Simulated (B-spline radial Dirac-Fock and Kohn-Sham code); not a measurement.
# Two-hole binding energies of Sb⁵⁺

System: Sb⁵⁺, configuration [Kr] 4d9 5p1 (an excited configuration).

Method: Dirac-Fock ΔSCF + Breit + QED. Computed with a radial finite-basis atomic code. U is the two-hole binding energy less the two single-hole energies, the effective repulsion of the holes after relaxation. Each two-hole energy is an average over J within one jj subconfiguration.

```
          holes  E(a) (eV)  E(b) (eV)  E(ab) (eV)  U (eV)
           1s⁻²    30570.9    30570.9     61970.5   828.8
   1s⁻¹ 2p3/2⁻¹    30570.9     4213.8     35002.7   218.0
   1s⁻¹ 3p1/2⁻¹    30570.9      894.8     31539.6    73.9
   1s⁻¹ 3p3/2⁻¹    30570.9      847.9     31488.4    69.7
   1s⁻¹ 3d3/2⁻¹    30570.9      616.8     31252.8    65.1
   2s⁻¹ 2p1/2⁻¹     4785.5     4462.2      9378.0   130.3
        2p1/2⁻²     4462.2     4462.2      9096.5   172.0
   2s⁻¹ 3p1/2⁻¹     4785.5      894.8      5742.6    62.3
   2p1/2⁻¹ 3s⁻¹     4462.2     1027.0      5550.0    60.8
   2s⁻¹ 3d3/2⁻¹     4785.5      616.8      5467.5    65.3
2p3/2⁻¹ 3p1/2⁻¹     4213.8      894.8      5172.6    64.0
2p3/2⁻¹ 3d3/2⁻¹     4213.8      616.8           ?       ?
        3p1/2⁻²      894.8      894.8      1841.5    51.8
3p1/2⁻¹ 3p3/2⁻¹      894.8      847.9      1789.9    47.2
```

Q: Give the missing two-hole energy and U.

A: E(ab) = 4897.0 eV and U = 66.4 eV.
